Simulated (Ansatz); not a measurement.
Ideal-gas functions of ClHMoOS2 (`[OH][Mo](=[S])(=[S])[Cl]`) at 600 K and 1 bar, from an Ansatz frequency run at PBE0-D4/def2-TZVP.

Molar mass 212.53 g/mol, point group C1 (symmetry number 1), electronic degeneracy 1, moments of inertia 291.132, 325.31, 406.089 u Å². Harmonic wavenumbers (cm⁻¹, unscaled): 148, 150, 191, 194, 222, 351, 428, 583, 590, 664, 744, 3860.

Use S(trans) = R[1.5 ln M + 2.5 ln T − 1.1517]; rotational temperatures θ = 24.2544 K / I; S(rot) = R[ln(√π/σ · √(T³/θAθBθC)) + 1.5]; for each mode x = 1.438777 ν̃/T, S = R[x/(eˣ − 1) − ln(1 − e⁻ˣ)] and H = RT x/(eˣ − 1); 1 cm⁻¹ = 0.0119627 kJ/mol; R = 8.31446 J/(mol·K).

Question: By hand: the entropy, in J/(mol·K).

Answer: Translation 190.2. Rotation: θ = 0.0833, 0.0746, 0.0597 K, giving 129.9. Vibration, mode by mode: 16.97, 16.86, 14.88, 14.75, 13.65, 9.99, 8.45, 6.17, 6.09, 5.27, 4.52, 0.01, in all 117.6. Electronic 0.0. Sum 437.7 J/(mol·K).

Question: By hand: H − E and G − E in kJ/mol, counted from the electronic energy.

Answer: Zero-point energy ½ × 8125 × 0.0119627 = 48.6; thermal vibration 34.4; translation, rotation and pV give 4 RT = 20.0. H − E = 103.0 kJ/mol, and G − E = 103.0 − 600 × 437.7/1000 = -159.6 kJ/mol.

Vibration gives 27 % of the entropy, 17.0 J/(mol·K) of it from the mode under 150 cm⁻¹: soft modes count most, and the harmonic formula is weakest for them. The sum counts one conformer and one mirror image; others add a mixing term.
